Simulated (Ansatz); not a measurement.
Program: Ansatz. Geometries: PBE0-D4/def2-TZVP. ΔE: electronic, gas phase. CBS: MP2 limit from def2 TZ/QZ plus the TZ coupled-cluster correction, frozen cores. Functionals use def2-TZVPP. B3LYP here is the variant with VWN-RPA as its local correlation; programs differ in this. HSE06 is defined as in plane-wave codes. For Ga outer-core shells are correlated without core-valence functions, which leaves a few kJ/mol of doubt a bond. Scalar relativity is left out up to krypton. Each species was taken in one conformer, which may not be the lowest.

Consider the ligand exchange at the Si–C bond: `BOC(O)[SiH3]` + `[OH][GaH][SH]` → `[SiH3][O][GaH][SH]` + `BOCO`.

Is it downhill or uphill in electronic energy at CCSD(T)/CBS, and by how much? (Best estimate.)

Computed: Downhill: ΔE = -32.0 kcal/mol.

What do these levels give: BLYP-D4, PBE0-D4, B3LYP-D4, CAM-B3LYP-D4, B3LYP, r2SCANh, HSE06, HF/def2-SVP, CCSD/def2-SVP, MP2/def2-TZVPP, CCSD(T)/def2-TZVPP, MP2/CBS(def2)? (Best estimate.)

The calculation gave: BLYP-D4 -30.2, PBE0-D4 -30.3, B3LYP-D4 -32.1, CAM-B3LYP-D4 -32.8, B3LYP -32.0, r2SCANh -31.8, HSE06 -30.2, HF/def2-SVP -36.6, CCSD/def2-SVP -31.9, MP2/def2-TZVPP -33.1, CCSD(T)/def2-TZVPP -32.4, MP2/CBS(def2) -32.7 kcal/mol.

Largest T1 diagnostic among the species: 0.014.

Leaving LDA and LC-ωPBE aside and taking each functional with its dispersion term where it has one, the values, not all of them listed here, spread over 7.7 kcal/mol, from BHLYP-D4 to revPBE-D4. In def2-TZVPP, CCSD(T) changes the Hartree–Fock value by +6.0 kcal/mol (the triples alone add +0.8 kcal/mol) and MP2 by +5.3 kcal/mol. From r2SCAN to r2SCAN0 (25 % exact exchange), in def2-TZVPP and without D4, ΔE moves by −1.3 kcal/mol.
